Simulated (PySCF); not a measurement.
Si(H)(F) cation (FHSi), SMILES [SiH]F (connectivity only; charge and spin as stated), charge +1, multiplicity 2. Atoms are numbered in the order given.

```xyz
3

Si     0.1262     0.5433     0.0000
H     -1.1724     1.3219     0.0000
F     -0.0661    -0.9920     0.0000
```
Charge +1, spin multiplicity 2.

Coordinates come from a TPSSh-D3(BJ)/def2-TZVPD optimisation. The multiplicity is an assumed one; other spin states were not compared. The isomer is the one that the SMILES or the coordinates give; other isomers of the formula were not compared.

Calculation: TDA-CAM-B3LYP/def2-TZVPD (PySCF).

Vertical excitations. Isolated molecule, no solvent.

Computed UV-visible absorptions:
```tsv
state	energy (eV)	λ (nm)	f	main pairs
root 1	3.31	374	0.018	α HOMO→LUMO 98 %
root 2	5.97	208	0.037	α HOMO→LUMO+2 8 %, β HOMO→LUMO 88 %
root 3	6.58	188	0.024	α HOMO→LUMO+1 97 %
root 4	7.07	175	0.002	β HOMO−2→LUMO 96 %
root 5	7.15	173	0.007	β HOMO−1→LUMO 90 %
root 6	7.25	171	0.002	α HOMO−1→LUMO 30 %, β HOMO→LUMO+1 60 %
root 7	8.29	150	0.001	α HOMO−2→LUMO 60 %, β HOMO−2→LUMO+1 35 %
root 8	8.45	147	0.046	α HOMO−1→LUMO 62 %, α HOMO−3→LUMO 13 %, β HOMO→LUMO+1 20 %
root 9	8.62	144	0.220	α HOMO→LUMO+2 71 %, β HOMO−3→LUMO 14 %, β HOMO→LUMO 6 %
root 10	8.74	142	0.010	α HOMO−3→LUMO 28 %, β HOMO−1→LUMO+1 60 %
```
Unrestricted roots are not spin-pure.
